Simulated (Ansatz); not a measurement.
`CO[SiH2][NH][GeH3]` + `SS` → `S[S][GeH3]` + `CO[SiH2]N`  (ligand exchange at a Ge–N bond)

Program: Ansatz. Geometries: PBE0-D4/def2-TZVP. ΔE: electronic, gas phase. CBS: MP2 limit from def2 TZ/QZ plus the TZ coupled-cluster correction, frozen cores. This one scheme is used for every species. For Ge outer-core shells are correlated without core-valence functions, which leaves a few kJ/mol of doubt a bond. Scalar relativity is left out up to krypton. One conformer a species, not always the lowest.

| species | CCSD/CBS(def2) energy (Eh) |
| --- | --- |
| `CO[SiH2][NH][GeH3]` | -2538.55847 |
| `SS` | -796.72788 |
| `S[S][GeH3]` | -2874.04695 |
| `CO[SiH2]N` | -461.25360 |

Problem. Work out ΔE.

Solution. ΔE = (-2874.04695) + (-461.25360) − (-2538.55847) − (-796.72788) = -0.01420 Eh = -8.9 kcal/mol. CCSD(T)/CBS gives -9.3 kcal/mol.

Largest T1 diagnostic among the species: 0.012.
